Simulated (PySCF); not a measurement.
**BeSi: mean field, correlation and small terms against distance**

State: ³Σ⁻, triplet, unpaired electrons π ↑↑. ROHF-based CCSD(T) in PySCF 2.14 with Be cc-pVTZ, Si cc-pV(T+d)Z and Be cc-pVQZ, Si cc-pV(Q+d)Z (frozen core orbitals: 6; no relativity). Correlation energies are extrapolated as n⁻³ (n = 3, 4), Hartree–Fock as (n+1)·exp(−9√n). CV is the change on freezing 1 orbitals instead, in Be cc-pCVTZ, Si cc-pwCVTZ. SR is the spin-free X2C energy in Be cc-pVTZ-DK, Si cc-pVTZ-DK less the non-relativistic one in Be cc-pVTZ, Si cc-pVTZ. All energies in eV from Be + Si.

| R (Å) | HF/CBS | CCSD corr. | (T) | CV | SR | total |
| --- | --- | --- | --- | --- | --- | --- |
| 1.8756 | -0.153 | -0.623 | -0.2290 | -0.0355 | 0.0045 | -1.036 |
| 1.9608 | -0.366 | -0.629 | -0.2358 | -0.0262 | 0.0050 | -1.253 |
| 2.0461 | -0.470 | -0.633 | -0.2391 | -0.0185 | 0.0051 | -1.355 |
| 2.1314 | -0.500 | -0.629 | -0.2378 | -0.0124 | 0.0051 | -1.375 |
| 2.2166 | -0.488 | -0.615 | -0.2319 | -0.0075 | 0.0048 | -1.337 |
| 2.3232 | -0.441 | -0.580 | -0.2190 | -0.0029 | 0.0044 | -1.238 |
| 2.4297 | -0.381 | -0.527 | -0.2018 | 0.0002 | 0.0038 | -1.106 |

A fit to the total gives Re = 2.1134 Å, De = 1.376 eV, ωe = 582.2 cm⁻¹, Be = 0.5537 cm⁻¹ (masses 9.0122 and 27.9769 u).

**Question.** At R = 2.1314 Å the CCSD correlation energy is -0.144479 hartree in the smaller basis and -0.148578 in the larger. Extrapolate it.

**Answer.** (4³·E4 − 3³·E3)/(4³ − 3³) = -0.15157 hartree; the larger basis holds 98.0 % of it.

The T1 diagnostic is 0.042, large enough to doubt a single reference. The state was picked by a PBE0 search and need not be the measured ground state. Spin–orbit coupling, excitations beyond (T) and corrections to the Born–Oppenheimer picture are left out.
